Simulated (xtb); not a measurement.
BFCl2, SMILES ClB(Cl)F. All values are semi-empirical tight-binding results from xtb (GFN2-xTB unless named), good for trends rather than for accurate numbers. Geometry: GFN2-xTB.

Optimised geometry:

```xyz
4

B      0.0000     0.0000    -0.3257
F      0.0000     0.0000    -1.6487
Cl     0.0000    -1.5081     0.4843
Cl     0.0000     1.5081     0.4843
```

Problem. Estimate the properties. (The exact figures need the calculation; the answer reports its results.)

Solution. 
The point group as xtb finds it is C2v. The orbital gap is 4.93 eV and the dipole moment is 0.09 D. The zero-point energy comes out as 4.9 kcal/mol and the G − E(el) at 298.15 K (modified RRHO) is -12.5 kcal/mol. The static polarisability (D4 model) is 43.5 bohr³ and the solvation energy, GFN2-xTB/ALPB(water) is -0.4 kcal/mol. The solvation energy, GFN2-xTB/ALPB(acetonitrile) comes out as -2.0 kcal/mol.

Computed atomic charges and the Wiberg bond orders between heavy atoms:
charges (e) B1 0.54, F2 -0.23, Cl3 -0.15, Cl4 -0.15. Bond orders B1–F2 1.09, B1–Cl3 1.14, B1–Cl4 1.14.
